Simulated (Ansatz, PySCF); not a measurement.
Breaking a bond: H₃BrSi, SMILES [SiH3]Br. The Si1–Br5 bond (Si1 also carries H, H, H; Br5 carries nothing else) is varied alone, starting from the PBE0/def2-TZVP optimised geometry. Each curve is given relative to its own lowest point near equilibrium.

| R / Å | A | B | C |
|---|---|---|---|
| 1.76 | 110.5 | 84.0 | 83.6 |
| 1.89 | 53.7 | 35.9 | 36.0 |
| 1.97 | 31.9 | 18.7 | 19.0 |
| 2.09 | 11.9 | 4.7 | 5.0 |
| 2.17 | 4.8 | 0.8 | 1.0 |
| 2.22 | 2.1 | 0.0 | 0.0 |
| 2.31 | 0.0 | 0.9 | 0.5 |
| 2.44 | 1.3 | 5.8 | 4.7 |
| 2.61 | 7.6 | 16.0 | 13.5 |
| 2.77 | 16.1 | 27.3 | 23.3 |
| 2.99 | 28.9 | 43.3 | 36.8 |
| 3.34 | 40.8 | 66.7 | 55.9 |
| 3.68 | 45.7 | 85.7 | 69.6 |
| 4.03 | 47.9 | 101.5 | 77.5 |
| 4.48 | 48.8 | 117.2 | 83.0 |
| 4.83 | 49.1 | 126.5 | 85.3 |
| 5.45 | 49.2 | 138.7 | 87.5 |
| 5.99 | 49.2 | 145.9 | 88.4 |
| 6.69 | 49.3 | 152.3 | 88.9 |
| 7.71 | 49.3 | 158.3 | 89.2 |

Energies in kcal/mol.

Q: Which curve belongs to which method? The methods are Ansatz (an electronic-structure program) with RHF/cc-pVTZ; unrestricted Hartree-Fock/LANL2DZ, with its core potentials past Ne (PySCF 2.14.0); unrestricted B3LYP/6-31G*, spherical d (PySCF 2.14.0).

A: A is UHF/LANL2DZ; B is RHF; C is UKS-B3LYP/6-31G*.

The unrestricted determinant behind UKS-B3LYP/6-31G* is spin-contaminated at 3.68 to 7.71 Å (<S²> up to 0.9, against 0.00 for a pure singlet). The restricted form behind RHF keeps the bonding electrons paired and can't separate into open-shell fragments. The unrestricted determinant behind UHF/LANL2DZ is spin-contaminated at 2.99 to 7.71 Å (<S²> up to 1.0, against 0.00 for a pure singlet).
